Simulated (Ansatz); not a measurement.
Two members of one family (Onium cations), computed with Ansatz in the gas phase. The two geometries come from different levels. A dash marks a value that wasn't run or was left out as unsound. The structures are stationary points that may keep the symmetry of their start. Remarks come from the PBE and PBE0 runs and from stability tests at other levels; not every state was tested. HOMO above LUMO (over both spins in singlets and doublets, within one spin in higher multiplets; at PBE or PBE0), or a gap under 0.15 eV within one spin, warns that the state may not be the lowest or that an electron is smeared out.

First: N-butylpyridinium (singlet, charge 1, PBE-D4/def2-SVP geometry).

Cartesian coordinates in Å:
```
C 3.6604 0.3614 -1.0303
C 2.4805 -0.6115 -0.9903
C 1.2213 0.0151 -0.3790
C 0.0519 -0.9731 -0.3449
N -1.1735 -0.3695 0.2450
C -1.3714 -0.4303 1.5884
C -2.4752 0.1853 2.1753
C -3.3868 0.8784 1.3640
C -3.1633 0.9326 -0.0210
C -2.0444 0.2995 -0.5567
H 3.4264 1.2601 -1.6361
H 4.5532 -0.1179 -1.4763
H 3.9389 0.7045 -0.0124
H 2.2499 -0.9682 -2.0177
H 2.7575 -1.5180 -0.4086
H 0.9238 0.9152 -0.9614
H 1.4350 0.3665 0.6545
H -0.2123 -1.3202 -1.3626
H 0.2974 -1.8681 0.2585
H -0.6227 -0.9892 2.1679
H -2.6123 0.1131 3.2633
H -4.2670 1.3693 1.8069
H -3.8533 1.4606 -0.6944
H -1.8140 0.3044 -1.6320
```

```
              level  HOMO (eV)  LUMO (eV)  gap (eV)  vertical EA (eV)  vertical triplet (eV)
   PBE-D4/def2-TZVP     -11.08      -7.38      3.69              4.73                   4.00
r2SCAN-D4/def2-TZVP     -11.38      -7.25      4.13                 –                      –
     B3LYP-D4/6-31G     -12.14      -6.51      5.63                 –                      –
   PBE0-D4/def2-SVP     -12.44      -6.56      5.88                 –                      –
  PBE0-D4/def2-TZVP     -12.46      -6.51      5.96              4.79                   4.00
```

Remarks: gap within one spin near zero at PBE or PBE0 (triplet).

Second: 1-butyl-3-methylimidazolium (singlet, charge 1, PBE0-D4/def2-SVP geometry).

Cartesian coordinates in Å:
```
C -2.353 2.179 -1.503
C -1.853 1.200 -0.454
C -0.733 1.774 0.404
C -0.233 0.845 1.500
N 0.360 -0.390 0.972
C -0.229 -1.630 0.953
C 0.640 -2.480 0.336
N 1.744 -1.740 -0.013
C 2.935 -2.254 -0.673
C 1.551 -0.480 0.380
H -2.745 3.097 -1.038
H -3.162 1.740 -2.104
H -1.548 2.475 -2.194
H -2.689 0.897 0.203
H -1.506 0.275 -0.951
H 0.115 2.085 -0.232
H -1.077 2.695 0.904
H 0.525 1.333 2.130
H -1.053 0.535 2.161
H -1.215 -1.812 1.378
H 0.560 -3.544 0.122
H 3.591 -1.417 -0.939
H 2.647 -2.787 -1.588
H 3.472 -2.936 0.000
H 2.255 0.340 0.245
```

Q: Estimate the same table for the second.

A: 
```csv
level,HOMO (eV),LUMO (eV),gap (eV),vertical EA (eV),vertical triplet (eV)
PBE-D4/def2-TZVP,-10.89,-5.87,5.02,3.18,4.65
r2SCAN-D4/def2-TZVP,-11.07,-5.69,5.37,–,–
B3LYP-D4/6-31G,-11.74,-4.94,6.80,–,–
PBE0-D4/def2-SVP,-12.04,-4.88,7.16,–,–
PBE0-D4/def2-TZVP,-11.96,-4.89,7.06,3.18,4.58
```
